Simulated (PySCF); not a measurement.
BrHSeZn, SMILES [SeH][Zn][Br]. Atoms are numbered in the order given.

```xyz
4

Zn    -0.0081     0.0153     0.0000
Br     0.0038     2.2702     0.0000
Se    -0.0390    -2.2825     0.0000
H      1.4392    -2.3116     0.0000
```
Charge 0, spin multiplicity 1.

The structure is a stationary point at B3LYP-D3(BJ)/def2-SVP. The structure was generated by enumeration; whether it is a known compound was not checked. One conformer was computed; it need not be the lowest.

The numbers are results of C-PCM-B3LYP/def2-SVP (PySCF), not measurements.

The values are the electrostatic part of the solvation free energy, E(continuum) − E(gas) at the gas-phase geometry, in a cavity of scaled van der Waals radii (PySCF's table); cavitation and dispersion terms are not included. A continuum can't describe solvent molecules that bind to the metal. In vacuum the orbital gap is 5.24 eV. The dipole moment in vacuum is 1.11 D.

Computed values in water (ε = 78.36), N,N-dimethylformamide (ε = 37.22), dimethylsulfoxide (ε = 46.83):
```json
[
 {"solvent": "water", "ε": "78.36", "ΔG(elec) (kcal/mol)": "-16.3", "dipole (D)": "1.23", "gap (eV)": "5.69"},
 {"solvent": "N,N-dimethylformamide", "ε": "37.22", "ΔG(elec) (kcal/mol)": "-16.0", "dipole (D)": "1.23", "gap (eV)": "5.68"},
 {"solvent": "dimethylsulfoxide", "ε": "46.83", "ΔG(elec) (kcal/mol)": "-16.1", "dipole (D)": "1.23", "gap (eV)": "5.68"}
]
```
